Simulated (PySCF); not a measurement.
Compound: C₂H₁₁O₂PSi₃.
Bonds: C1–O2, O2–C3, C3–O4 (double), C3–Si5, Si5–P6, P6–Si7, P6–Si8. Hydrogens: H9, H10, H11 on C1; H12, H13 on Si5; H14, H15, H16 on Si7; H17, H18, H19 on Si8.

The same species was optimised twice, with GFN2-xTB and with PBE0-D3(BJ)/def2-SVP (PySCF), and the same property calculations (PySCF, gas phase) were run on both structures.

```
       coordinate  GFN2-xTB  PBE0-D3(BJ)/def2-SVP  change
       Si5–P6 (Å)     2.200                 2.245  +0.045
       P6–Si7 (Å)     2.224                 2.260  +0.036
       P6–Si8 (Å)     2.256                 2.276  +0.020
       C3–Si5 (Å)     1.912                 1.929  +0.017
        O2–C3 (Å)     1.326                 1.332  +0.006
        C1–O2 (Å)     1.428                 1.424  -0.004
        C3=O4 (Å)     1.211                 1.208  -0.003
   Si7–P6–Si8 (°)     103.6                  95.2    -8.4
   Si5–P6–Si8 (°)     103.0                  97.1    -5.9
   Si5–P6–Si7 (°)     101.8                  95.9    -5.9
    C3–Si5–P6 (°)     101.9                 104.1    +2.2
    O4–C3–Si5 (°)     124.6                 122.6    -2.0
    O2–C3–Si5 (°)     112.2                 114.0    +1.8
     C1–O2–C3 (°)     117.3                 116.3    -1.0
     O2–C3–O4 (°)     123.2                 123.3    +0.1
  C1–O2–C3–O4 (°)         0                     0       0
 O2–C3–Si5–P6 (°)      -148                  -152      -4
C3–Si5–P6–Si7 (°)      -146                  -152      -6
```

Rotational constants: A = 1880, B = 556.3, C = 455.3 MHz (GFN2-xTB) against A = 1914, B = 533.7, C = 448.3 MHz (PBE0-D3(BJ)/def2-SVP). Point groups within 0.08 Å: C1 and C1.

On the GFN2-xTB structure: HOMO (eV) -7.02 [PBE0/pcSseg-1]; LUMO (eV) -0.83 [PBE0/pcSseg-1]; dipole (D) 2.43 [PBE0/pcSseg-1]; GIAO shielding of C1 (ppm) 133.4 [PBE0/pcSseg-1]; GIAO shielding of O2 (ppm) 110.7 [PBE0/pcSseg-1]; GIAO shielding of C3 (ppm) -6.0 [PBE0/pcSseg-1]; GIAO shielding of O4 (ppm) -171.8 [PBE0/pcSseg-1]; GIAO shielding of Si5 (ppm) 405.6 [PBE0/pcSseg-1]; GIAO shielding of P6 (ppm) 696.3 [PBE0/pcSseg-1]; GIAO shielding of Si7/Si8 (mean) (ppm) 429.2 [PBE0/pcSseg-1].

Question: What do these properties become on the PBE0-D3(BJ)/def2-SVP structure?

Answer: 
| property | level | on GFN2-xTB | on PBE0-D3(BJ)/def2-SVP | change |
| --- | --- | --- | --- | --- |
| HOMO (eV) | PBE0/pcSseg-1 | -7.02 | -7.37 | -0.35 |
| LUMO (eV) | PBE0/pcSseg-1 | -0.83 | -0.84 | -0.01 |
| dipole (D) | PBE0/pcSseg-1 | 2.43 | 2.23 | -0.20 |
| energy, GFN2-xTB geometry as zero (kcal/mol) | PBE0/pcSseg-1 | 0.0 | -3.1 | -3.1 |
| GIAO shielding of C1 (ppm) | PBE0/pcSseg-1 | 133.4 | 132.5 | -0.9 |
| GIAO shielding of O2 (ppm) | PBE0/pcSseg-1 | 110.7 | 111.1 | +0.4 |
| GIAO shielding of C3 (ppm) | PBE0/pcSseg-1 | -6.0 | -3.8 | +2.2 |
| GIAO shielding of O4 (ppm) | PBE0/pcSseg-1 | -171.8 | -178.8 | -7.0 |
| GIAO shielding of Si5 (ppm) | PBE0/pcSseg-1 | 405.6 | 394.0 | -11.6 |
| GIAO shielding of P6 (ppm) | PBE0/pcSseg-1 | 696.3 | 700.1 | +3.8 |
| GIAO shielding of Si7/Si8 (mean) (ppm) | PBE0/pcSseg-1 | 429.2 | 418.0 | -11.2 |

The heavy atoms differ by 0.176 Å rms after alignment. Among bonds between heavy atoms Si5–P6 changes most (+0.045 Å). Changes are differences of the printed values. Neither structure is proved a minimum here.

The values belong to the conformer `[CH3:1][O:2][C:3](=[O:4])[SiH2:5][P:6]([SiH3:7])[SiH3:8]`: C1–O2–C3–O4 0°, O2–C3–Si5–P6 -152°, C3–Si5–P6–Si7 -152°.
